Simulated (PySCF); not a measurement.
Compound: C2H4F2Si.
Z-matrix (Å and degrees, PBE0-D3(BJ)/def2-SVP geometry), rows numbered from 1:
```
F 
C   1  1.3229
C   2  1.3371  1  122.91
F   3  1.3418  2  119.39  1    -0.17
Si  3  1.8792  2  123.98  1   179.77
H   2  1.0929  1  114.48  3   179.86
H   5  1.4914  3  109.82  2  -120.59
H   5  1.4915  3  110.01  2   119.40
H   5  1.4921  3  107.40  2    -0.63
```

The closed-shell ground state was solved at several levels (PySCF, density fitting, gas phase, non-relativistic).

```
              level  basis functions  HOMO (eV)  LUMO (eV)  gap (eV)  dipole (D)
      PBE0/pcSseg-2              243      -7.62      -0.30      7.32        2.18
CAM-B3LYP/def2-SVPD              142      -9.06       0.80      9.86        2.31
```

Q: Estimate the row for PBE0/pcSseg-1, a basis of 112 functions; the other rows only guide the guess.

A: HOMO -7.57 eV, LUMO -0.23 eV, gap 7.34 eV, dipole 2.22 D.

Q: Over all these levels, which gives the widest orbital gap and which the narrowest?

A: CAM-B3LYP/def2-SVPD (range-separated hybrid) has the widest, 9.86 eV, and PBE0/pcSseg-2 (global hybrid, 25 % exact exchange) the narrowest, 7.32 eV. Functional and basis both differ between the two, so the spread mixes both effects.

Q: How far do the dipole and the HOMO energy spread over the levels?

A: The dipole runs from 2.18 to 2.31 D (mean 2.23 D) and the HOMO from -9.06 to -7.57 eV.
